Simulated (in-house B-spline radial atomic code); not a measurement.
Configurations of Cr⁸⁺, with energies counted from [Ne] 3s2 (3p1/2)2 (3p3/2)2. All numbers are computed (Dirac-Hartree-Fock, average of each configuration as written; Fermi nucleus of rms radius 3.6452 fm) with a B-spline radial code for spherical atoms, not measured. Energies include first-order Breit, QED and recoil terms.

Occupations are held fixed; configurations that lie above the ionisation limit could autoionise.

```
                      configuration  E - E(ref) (eV)  highest orbital  its <r> (bohr)
         [Ne] 3s1 (3p3/2)4 (3d3/2)1           87.092            3d3/2          0.8211
[Ne] 3s2 (3p1/2)1 (3p3/2)2 (5f5/2)1           166.01            5f5/2           3.353
[Ne] 3s2 (3p1/2)1 (3p3/2)2 (5g7/2)1           167.26            5g7/2           3.042
[Ne] 3s2 (3p1/2)1 (3p3/2)2 (6d3/2)1           177.43            6d3/2           5.079
         [Ne] 3s2 (3p3/2)3 (7p1/2)1           186.95            7p1/2           6.739
```

Task: Order these further configurations by energy, lowest first.
A. [Ne] 3s2 (3p3/2)4
B. [Ne] 3s1 (3p1/2)1 (3p3/2)3 (7d3/2)1
C. [Ne] 3s1 (3p1/2)2 (3p3/2)2 (4d3/2)1
D. [Ne] 3s1 (3p1/2)1 (3p3/2)4
E. [Ne] 3s2 (3p1/2)2 (3p3/2)1 (6f5/2)1

Result: A (3.6257 eV), D (37.487 eV), C (163.72 eV), E (179.57 eV), B (221.51 eV).
